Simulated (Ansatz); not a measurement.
One change: `OPO` becomes `O[PH][InH2]`.

Ansatz, PBE0-D4/def2-TZVP geometries, multiplicity 1. Each molecule was computed in one conformer, which needn't be the lowest.

Elements past krypton have def2 core potentials.

| property | `OPO` |
| --- | --- |
| HOMO energy (PBE/def2-TZVPP) / eV | -5.87 |
| size of the dipole moment (ωB97M-V/def2-TZVPP) / D | 1.00 |
| LUMO energy (PBE0/def2-TZVPP) / eV | 0.13 |
| HOMO energy (B3LYP/def2-TZVPP) / eV | -6.97 |
| HOMO–LUMO gap (PBE0/def2-TZVPP) / eV | 7.28 |
| LUMO energy (B3LYP/def2-TZVPP) / eV | -0.19 |

Question: What does the change do to each property? (Estimate.)

Answer: The calculation gave: 
```
                                          property  `O[PH][InH2]`  shift
                 HOMO energy (PBE/def2-TZVPP) / eV          -5.47   0.40
size of the dipole moment (ωB97M-V/def2-TZVPP) / D           0.61  -0.39
                LUMO energy (PBE0/def2-TZVPP) / eV          -1.79  -1.92
               HOMO energy (B3LYP/def2-TZVPP) / eV          -6.31   0.66
              HOMO–LUMO gap (PBE0/def2-TZVPP) / eV           4.71  -2.57
               LUMO energy (B3LYP/def2-TZVPP) / eV          -2.06  -1.87
```

With PBE0 the HOMO rises by 0.64 eV and the LUMO falls by 1.92 eV, so the gap narrows by about 2.56 eV. PBE moves the HOMO by 0.40 eV and ωB97M-V by 0.86 eV. The zero-point energy changes by -9.1 kJ/mol with +3 modes. Dipoles are sizes alone; their direction can turn.

B3LYP here is the variant with VWN-RPA as its local correlation; programs differ in this.
